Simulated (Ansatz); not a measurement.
Several settings on one geometry of GeH2MeI (CH5GeI) (that of the charge 0 singlet, PBE0-D4/def2-SVP). Ansatz on 4 threads of Arm Neoverse V2 on a shared host; times are rough.

```
atom    x (Å)    y (Å)    z (Å)
 Ge1   0.5071  -0.6152   0.3663
  H2   0.4837  -0.6919   1.9021
  H3   1.9511  -0.7060  -0.1551
  C4  -0.4286   0.9474  -0.3121
  H5   0.0597   1.8623   0.0571
  H6  -1.4737   0.9361   0.0271
  H7  -0.4102   0.9485  -1.4107
  I8  -0.6890  -2.6810  -0.4746
```

Totals from different functionals, basis sets or treatments of relativity can't be compared as stabilities.

In the def2 sets I takes a core potential; there is no spin–orbit coupling. B3LYP takes the VWN-RPA correlation.

Scalar relativity in a set contracted without it gives distorted totals.

The spins typed aren't always the lowest for that charge.

Give the basis size and estimate the energy, ⟨S²⟩ and time of these runs.

```json
{"run": "1", "method": "RKS LDA (SPW92)/def2-SVPD", "charge": "0", "state": "singlet", "further keys": "nuclear_model: gaussian"}
{"run": "2", "method": "UKS B3LYP-D4/def2-SVP", "charge": "-1", "state": "doublet", "further keys": "forces asked"}
{"run": "3", "method": "UKS r2SCAN50/def2-TZVP", "charge": "-1", "state": "doublet", "further keys": "nuclear_model: gaussian; pseudopotentials: {relativity: scalar}; forces asked"}
```


```tsv
run	functions	energy (Eh)	⟨S²⟩	wall time
1	133	-2411.5735	–	0.7 s
2	97	-2415.6743	0.75	2.8 s
3	159	-2433.0190	0.76	9 s
```

The highest occupied level of an anion often lies above zero with these methods, and sets without diffuse functions describe the outer electron poorly.
